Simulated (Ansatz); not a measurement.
A run for Ansatz (a program for electronic structure): U-PBE0/def2-TZVPP on CrF, 2S+1 = 6, a spin state set in the input, which need not be the lowest, a point of a bond scan (R = 1.792 Å).

Ansatz 0.2 input:
```yaml
crystal:
  periodic: [false, false, false]
  atoms:
    - {symbol: Cr, position_ang: [0.00000000, 0.00000000, 0.00000000]}
    - {symbol: F, position_ang: [0.00000000, 0.00000000, 1.79153900]}
basis:
  gaussian:
    orbitals: def2-TZVPP
    pivot_positions_ang: [[0.00000000, 0.00000000, 0.00000000], [0.00000000, 0.00000000, 1.79153900]]
hamiltonian:
  xc: {name: PBE0}
magnetization: {spin_polarized: true, initial_magnetization: 5}
output: {forces: true, orbitals: {seedname: ./end}}
```

The log:

```
WARN ansatz: RAYON_NUM_THREADS=2 ignored (pool sized by the plan → 2); use --threads N
Functional definition: PBE0
integrals: 0.02 GiB planned
667 factors; their error is unknown
mean field: 0.36 GiB planned
mean field evaluation 1: about -31123.9357 eV, gradient 5.0e1 eV
mean field evaluation 2: about -31039.7876 eV, gradient 1.4e2 eV
mean field evaluation 4: about -31130.7856 eV, gradient 1.6e1 eV
mean field evaluation 8: about -31131.6808 eV, gradient 2.6e-1 eV
mean field evaluation 16: about -31131.8595 eV, gradient 2.2e-4 eV
mean field -31131.85954588 eV, -1144.0747363787 hartree, gradient 5.2e-5 eV, S^2 8.762987; 1 other end points of the search recorded, 0 dependent functions left out
the calculation of the forces begins
reference -31131.85957989 eV, -1144.0747376285 hartree; 19, 14 occupied and 76, 81 virtual orbitals, 667 factors
Total energy: -31131.85957989 eV, -1144.0747376285 hartree
Atom 0 at     0.000000     0.000000     0.000000 Å, force     0.000000     0.000000     0.150849 eV/Å
Atom 1 at     0.000000     0.000000     1.791539 Å, force     0.000000    -0.000000    -0.150849 eV/Å
Dipole moment:    -0.000000     0.000000    -0.890503 e Å
```

The calculation finished and met its thresholds.

Cost: around 5 core-seconds (rough).
